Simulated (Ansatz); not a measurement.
System: SnOFH, charge 0, singlet. SnOFH (SMILES [OH][Sn][F]).
B3LYP-D3(BJ)/def2-TZVP minimum from Ansatz (a first-principles code):
```
O
H 1 0.9657
Sn 1 1.9800 2 114.64
F 3 1.9665 1 95.04 2 0.00
```

Total energies in hartree (Ansatz). Radicals and triplets start from unrestricted determinants; spin-orbit coupling is neglected. Cores are frozen in correlated methods (noble-gas shells, and filled d and f shells in the p block). Past Kr the def2 sets carry scalar-relativistic core potentials. For partners of very few electrons the exact lower level stands in for a higher one. Spin-orbit terms, left out, reach several kcal/mol for Br and I, and more for heavier atoms.

```tsv
species	HF/def2-TZVPP	CCSD(T)/def2-TZVPP	HF/def2-QZVPP	CCSD(T)/def2-QZVPP	CCSDT(Q)/def2-TZVPP
1: SnOFH (SMILES [OH][Sn][F])	-388.38779	-388.99840	-388.39932	-389.06054	-388.99999
2: Sn (triplet)	-213.33992	-213.39742	-213.34066	-213.40091	-213.39789
3: F (doublet)	-99.41180	-99.62506	-99.41589	-99.65118	-99.62536
4: O (triplet)	-74.81563	-74.97674	-74.81863	-74.99407	-74.97712
5: H (doublet)	-0.49981	-0.49981	-0.49998	-0.49998	-0.49981
```

Problem. Work out the atomisation energy (electronic, to ground-state atoms) in kcal/mol: take Hartree-Fock from def2-QZVPP, extrapolate the CCSD(T) correlation energy as X^-3 (X = 3, 4), and add CCSDT(Q) - CCSD(T) in def2-TZVPP. 1 hartree = 627.51 kcal/mol.

Solution. 
Species 1: correlation (64·(-0.66122) - 27·(-0.61061))/37 = -0.69815; step -0.00159; E1 = -388.39932 + (-0.69815) + (-0.00159) = -389.09906
Species 2: correlation (64·(-0.06025) - 27·(-0.05750))/37 = -0.06226; step -0.00047; E2 = -213.34066 + (-0.06226) + (-0.00047) = -213.40339
Species 3: correlation (64·(-0.23529) - 27·(-0.21326))/37 = -0.25137; step -0.00030; E3 = -99.41589 + (-0.25137) + (-0.00030) = -99.66756
Species 4: correlation (64·(-0.17544) - 27·(-0.16111))/37 = -0.18590; step -0.00038; E4 = -74.81863 + (-0.18590) + (-0.00038) = -75.00491
Species 5: correlation (64·(0.00000) - 27·(0.00000))/37 = 0.00000; step +0.00000; E5 = -0.49998 + (0.00000) + (+0.00000) = -0.49998
-1·E1 +1·E2 +1·E3 +1·E4 +1·E5 = 0.52322 hartree = 328.3 kcal/mol.
